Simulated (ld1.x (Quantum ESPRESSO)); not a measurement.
## Configuration tests for Er (RRKJ)

```json
{
 "Element": "erbium",
 "Generator": "ld1.x (Quantum ESPRESSO) 7.5",
 "Type": "norm-conserving RRKJ (Kleinman–Bylander form)",
 "Functional": "PBE",
 "Relativity": "scalar-relativistic",
 "Frozen core": "[Kr] 4d10 5s2",
 "Valence charge": "20",
 "Reference configuration": "4f12 5p6 5d0.5 6s1.5 6p0",
 "Partial waves": "5p (bound): rc 2.30 bohr; 5d (bound): rc 2.60 bohr; 4f (bound): rc 0.55 bohr; 6s (bound): rc 2.70 bohr",
 "Local potential": "the s channel",
 "Core correction": "a·sin(br)/r model core, default radius (core density twice the valence density)",
 "rho0": "0.02"
}
```

Energies are relative to the spin-unpolarised reference configuration 4f12 5p6 5d0.5 6s1.5 6p0; without spin polarisation the order of configurations can differ from experiment.

```tsv
valence configuration	charge	ΔE all-electron (eV)	error AE − PS (meV)
4f12 5p6 5d0 6s2 6p0	0	-1.467	-0.4
4f10 5p6 5d0 6s0 6p0	+4	88.742	-5840
4f11 5p6 5d0 6s0 6p0	+3	43.084	-1268
4f12 5p6 5d0 6s0 6p1	+1	8.530	-494
4f11 5p6 5d1 6s1 6p0	+1	10.365	-1236
```

**Question.** What are ΔE and the potential's error for 4f12 5p6 5d0 6s0 6p0?

**Answer.** ΔE = 16.870 eV all-electron; the error (AE − PS) is -22 meV.

**Question.** What are ΔE and the potential's error for 4f12 5p6 5d0 6s1 6p0?

**Answer.** ΔE = 4.915 eV all-electron; the error (AE − PS) is -0.3 meV.

Levels in the configuration 4f11 5p6 5d0 6s0 6p0:

```
level  all-electron (eV)  pseudo (eV)
   4f            -35.440      -38.334
   5p            -55.374      -56.244
```

These tests converged, but a pseudo level misses the all-electron one widely, so the file describes the atom poorly there or has found another state: 4f10 5p6 5d0 6s0 6p0: 4f by 6.3 eV (a node warning on the way); 4f11 5p6 5d0 6s0 6p0: 4f by 2.9 eV; 4f11 5p6 5d1 6s1 6p0: 4f by 2.8 eV.

A Bessel basis up to 400 Ry misses an occupied level by 0.29 Ry, so cutoffs and ghosts were not judged.
